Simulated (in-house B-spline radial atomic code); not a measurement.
## Correlation energy from the adiabatic connection: −Z/r, Z = 1, wall at 0.5 bohr

Two electrons in a singlet, external potential −Z/r, Z = 1, wall at 0.5 bohr (atomic units). Full CI in B-splines (partial waves to l = 8, correlation up to 0.6 % small) with the density held fixed gives W(λ) = <V_ee>_λ − U, and E_c is the integral of W(λ) − W(0) from 0 to 1.

```
   λ  W(λ) − W(0) (hartree)
   0                0.00000
0.02               -0.00214
0.05               -0.00533
0.12               -0.01273
0.25               -0.02629
 0.4               -0.04163
 0.6               -0.06161
 0.8               -0.08105
   1               -0.09997
```

Task: Integrate the table by the trapezoid rule.

Result: The strips give -0.00002, -0.00011, -0.00063, -0.00254, -0.00509, -0.01032, -0.01427, -0.01810, which sum to -0.05109 hartree. The direct value, W(1) − W(0) + T_c with T_c = 0.04885, is -0.05113; the curve is convex, so chords lie above it and the trapezoids fall short in size by 0.07 %.

Task: Now use only three numbers: W(0) = -3.6503, the initial slope W'(0) = -0.107 (extrapolated from the first points) and the strong-coupling limit of the point-charge-plus-continuum model, W∞ = -3.7867. What do second-order theory and the interpolation W(λ) = W∞ + (W(0) − W∞)/√(1 + 2χλ) of Seidl, Perdew and Levy give?

Result: Second order keeps the slope alone: E_c = W'(0)/2 = -0.05350, +5 % in size against -0.05113. Matching the slope fixes χ = W'(0)/(W∞ − W(0)) = -0.107/(-0.13640) = 0.78446. Integrating, with s = √(1 + 2χ) = 1.602784, E_c = −(W(0) − W∞)(s − 1)/(s + 1) = −0.13640 × 0.602784/2.602784 = -0.03159 hartree, -38.2 % in size against the full result. At λ = 1 the formula gives W − W(0) = -0.05130 against -0.09997. Part of the miss can come from the model's W∞, which here lies above the computed W at λ = 10, -4.25994.
